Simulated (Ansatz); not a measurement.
Stepwise reaction of silanol with hydrogen fluoride, as a gas-phase model of exchange steps in deposition or etching. ΔE in kJ/mol; ΔG adds harmonic PBE0-D4 terms to CCSD(T)/CBS, at 1 bar.

Calculated with Ansatz (gas phase, PBE0-D4/def2-TZVP geometries, no zero-point term in ΔE). CCSD(T)/CBS adds triple-zeta CCSD(T) − MP2 to the extrapolated MP2 energy (def2 sets, frozen cores). This one scheme is used for every species. DFT in def2-TZVPP. B3LYP here is the variant with VWN-RPA as its local correlation; programs differ in this. Each species was taken in one conformer, which may not be the lowest.

```csv
step,reaction,PBE-D4,B3LYP-D4,ωB97M-V,CCSD(T)/CBS,ΔG(600 K)
2,`O[SiH2]F` + H–F → `O[SiH](F)F` + H₂,-136.4,-144.8,-145.8,-142.6,-140.4
3,`O[SiH](F)F` + H–F → `O[Si](F)(F)F` + H₂,-118.8,-127.3,-129.0,-127.2,-124.5
```

Problem. Give the row of step 1, `O[SiH3]` + H–F → `O[SiH2]F` + H₂. (An estimate is asked.)

Solution. Ansatz gave: 
```csv
step,reaction,PBE-D4,B3LYP-D4,ωB97M-V,CCSD(T)/CBS,ΔG(600 K)
1,`O[SiH3]` + H–F → `O[SiH2]F` + H₂,-130.3,-138.5,-139.2,-136.1,-130.7
```

Problem. By hand: ΔE of the 3 steps together at CCSD(T)/CBS.

Solution. (-136.1) + (-142.6) + (-127.2) = -405.9 kJ/mol, or -135.3 kJ/mol a step.

In ΔE step 2 is the lowest and step 3 the highest. All are downhill at CCSD(T)/CBS. ΔG lies between -140.4 and -124.5 kJ/mol a step. PBE-D4 differs from CCSD(T)/CBS by 5.8 to 8.4 kJ/mol a step. Isolated molecules leave out the surface, adducts and barriers. Largest T1 diagnostic: 0.011.
